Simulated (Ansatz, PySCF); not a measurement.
Dimer: SiH4 (SMILES [SiH4]) (first 5 atoms) with C3H4 (SMILES C=C=C); geometry from B3LYP-D3(BJ)/def2-TZVP, rigid monomers moved along the line of their centres of mass till Si1···C6 is 3.29 Å.
(charge 0, multiplicity 1):
```xyz
12

Si    -0.1137     0.3464     0.2517
H      1.2281     0.6215     0.8093
H     -0.0152     0.2466    -1.2242
H     -1.0399     1.4455     0.6010
H     -0.6271    -0.9333     0.7873
C     -0.4433     1.0098     3.4608
C      0.0619    -0.1883     3.4755
C      0.5670    -1.3856     3.4773
H      0.1833     1.8827     3.3187
H     -1.5068     1.1745     3.5893
H      0.6586    -1.9549     2.5594
H      0.9113    -1.8517     4.3931
```

Counterpoise-corrected where a basis set is named; no monomer relaxation.

Correlated levels freeze the cores.

The values were computed with Ansatz (a quantum-chemistry and plane-wave program); PySCF for the dispersion terms. Values without a source in brackets are computed.

PBE/def2-TZVPPD gives 0.95 kcal/mol for the interaction energy.

Task: Where do these levels fall relative to PBE: PBE-D3(BJ)/def2-TZVPPD, r2SCAN/def2-TZVPPD, B3LYP/def2-TZVPPD, wB97M-V/def2-TZVPPD, MP2/aug-cc-pV(D+d)Z, CCSD(T)/aug-cc-pV(D+d)Z.

Result: PBE-D3(BJ)/def2-TZVPPD -2.14; r2SCAN/def2-TZVPPD -1.15; B3LYP/def2-TZVPPD 1.64; wB97M-V/def2-TZVPPD -2.03; MP2/aug-cc-pV(D+d)Z -1.29; CCSD(T)/aug-cc-pV(D+d)Z -0.93 kcal/mol. 1 of 6 lie above PBE; the widest gap is to PBE-D3(BJ)/def2-TZVPPD.
